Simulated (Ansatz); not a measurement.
The pair A = dimethyl selenide (SMILES C[Se]C) (first 9 atoms), B = NH3 (SMILES N); geometry from B3LYP-D3(BJ)/def2-TZVP.
(charge 0, multiplicity 1):
```tsv
atom	x (Å)	y (Å)	z (Å)
C	-0.7987	0.0632	-1.8323
Se	-0.6052	0.3573	0.0973
C	1.3183	0.7299	0.1027
H	-0.1782	-0.7731	-2.1477
H	-1.8452	-0.1698	-2.0179
H	-0.5251	0.9642	-2.3773
H	1.8596	-0.1130	-0.3225
H	1.5866	0.8564	1.1492
H	1.5251	1.6379	-0.4597
N	0.4057	0.1557	3.4034
H	0.8011	-0.2147	4.2600
H	-0.3400	0.7918	3.6624
H	-0.0232	-0.6159	2.9034
```

Cores are frozen in the correlated methods. Filled d and f shells under p-block atoms count as core. MP2 and its Hartree–Fock in aug-cc-pVTZ are density fitted.

Programs: Ansatz (Gaussian basis) for Hartree–Fock, density functionals and correlated methods. Values without a source in brackets are computed.

The counterpoise-corrected interaction energy is E(AB) − E(A in the pair's basis) − E(B in the pair's basis). Total energies (hartree):

| level | AB | A in the pair's basis | B in the pair's basis |
|---|---|---|---|
| HF/aug-cc-pVDZ | -2535.2503506 | -2479.0437603 | -56.2056948 |
| MP2/aug-cc-pVDZ | -2535.8893404 | -2479.4796637 | -56.4056371 |
| HF/aug-cc-pVTZ | -2535.3627611 | -2479.1417070 | -56.2202534 |
| MP2/aug-cc-pVTZ | -2536.1356882 | -2479.6705059 | -56.4607001 |
| CCSD(T)/aug-cc-pVDZ | -2535.9716401 | -2479.5416327 | -56.4261382 |

Problem. Work out the counterpoise-corrected interaction energy at the basis-set limit: extrapolate the MP2 correlation part as X⁻³, take Hartree–Fock from the larger set, and add the CCSD(T) − MP2 difference of aug-cc-pVDZ.

Solution. 
1. Differences (1 hartree = 627.509 kcal/mol): HF/aug-cc-pVDZ -0.562; MP2/aug-cc-pVDZ -2.535; HF/aug-cc-pVTZ -0.502; MP2/aug-cc-pVTZ -2.813; CCSD(T)/aug-cc-pVDZ -2.428.
2. Correlation parts, MP2 less HF: -1.973 in aug-cc-pVDZ (X = 2), -2.310 in aug-cc-pVTZ (X = 3).
3. Limit (3³·(-2.310) − 2³·(-1.973))/(3³ − 2³) = -2.452; with HF/aug-cc-pVTZ it gives -2.955.
4. CCSD(T) less MP2 in aug-cc-pVDZ: 0.107.
Result: -2.85 kcal/mol, against -2.53 at MP2/aug-cc-pVDZ. It is an estimate of this method's limit, not of the exact value.

Ansatz is an electronic-structure program.
